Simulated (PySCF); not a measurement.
Atomic charges by several schemes

C₈H₇F₃O.
Structure used (GFN2-xTB), in Å, numbered top down from 1:
```
atom  x, y, z in Å
C1    -0.5528   -1.1205    1.6811
C2    -0.7402   -0.4302    0.5726
C3    -1.8984   -0.0100   -0.2487
C4    -3.3573   -0.2193   -0.1158
F5    -4.0350    0.1836   -1.2040
F6    -3.8882    0.4522    0.9286
F7    -3.6815   -1.5119    0.0807
C8    -1.1065    0.6328   -1.1459
C9     0.1161    0.2808   -0.4238
C10    1.4161    0.5102   -0.6061
O11    2.3617    0.0530    0.2395
C12    3.6941    0.3778   -0.0866
H13   -1.3770   -1.5449    2.2290
H14    0.4390   -1.2784    2.0666
H15   -1.2959    1.1882   -2.0441
H16    1.7558    1.0863   -1.4623
H17    4.3148   -0.0615    0.6920
H18    3.8461    1.4618   -0.1034
H19    3.9793   -0.0407   -1.0571
```

Density: PBE0/pcSseg-1 (PySCF); schemes: Mulliken, IAO, Hirshfeld and ESP-fitted. Geometry: GFN2-xTB, one conformer, isolated molecule.

Do the Mulliken, IAO, Hirshfeld and ESP-fitted schemes agree on where the charge is highest?

All schemes agree: Mulliken C4 (+0.938); IAO C4 (+0.799); Hirshfeld C4 (+0.255); ESP-fitted C4 (+0.531).

For which atoms does the sign change between the 4 schemes (beyond +0.03 e in one, beyond −0.03 e in another)?

C2 and C8.

At which atom do the 4 schemes differ most?

At C4: from +0.255 (Hirshfeld) to +0.938 e (Mulliken), 0.683 e apart.

Give the atomic charges in each scheme.

In e:

```
atom                      environment  Mulliken     IAO  Hirshfeld  ESP-fitted
  C1             terminal =CH2 carbon    +0.019  -0.329     -0.103      -0.485
  C2  fully substituted alkene carbon    -0.150  +0.025     -0.010      +0.159
  C3  fully substituted alkene carbon    -0.338  -0.082     -0.045      -0.112
  C4                       CF3 carbon    +0.938  +0.799     +0.255      +0.531
  F5          fluorine of a CF3 group    -0.275  -0.282     -0.098      -0.186
  F6          fluorine of a CF3 group    -0.277  -0.284     -0.107      -0.187
  F7          fluorine of a CF3 group    -0.275  -0.282     -0.101      -0.183
  C8                 alkene CH carbon    +0.031  -0.109     -0.023      -0.135
  C9  fully substituted alkene carbon    -0.156  -0.061     -0.045      -0.160
 C10    vinylic carbon bearing oxygen    +0.217  +0.045     +0.028      +0.048
 O11                     ether oxygen    -0.454  -0.316     -0.098      -0.157
 C12                   methoxy carbon    -0.027  -0.206     -0.028      -0.253
 H13                 vinylic hydrogen    +0.120  +0.163     +0.051      +0.213
 H14                 vinylic hydrogen    +0.124  +0.169     +0.050      +0.191
 H15                 vinylic hydrogen    +0.056  +0.169     +0.067      +0.182
 H16                 vinylic hydrogen    +0.094  +0.139     +0.053      +0.136
 H17                  methyl hydrogen    +0.135  +0.170     +0.060      +0.151
 H18                  methyl hydrogen    +0.109  +0.137     +0.047      +0.123
 H19                  methyl hydrogen    +0.109  +0.137     +0.047      +0.124
```

Mean size of the charges over all atoms: IAO 0.206 e, Mulliken 0.205 e, ESP-fitted 0.195 e, Hirshfeld 0.069 e. Each set sums to the total charge, 0, to within 0.001 e. The IAO scheme projects the occupied orbitals on a minimal set of polarised atomic orbitals and counts the electrons in each atom's part of it.

Sum the charges by element, for elements with more than one atom.

```
element  atoms  Mulliken     IAO  Hirshfeld  ESP-fitted
      C      8    +0.534  +0.082     +0.029      -0.407
      F      3    -0.827  -0.849     -0.306      -0.555
      H      7    +0.746  +1.083     +0.374      +1.119
```

How many electrons does the Hirshfeld scheme count on F5?

Z − q = 9 − (-0.098) = 9.098.
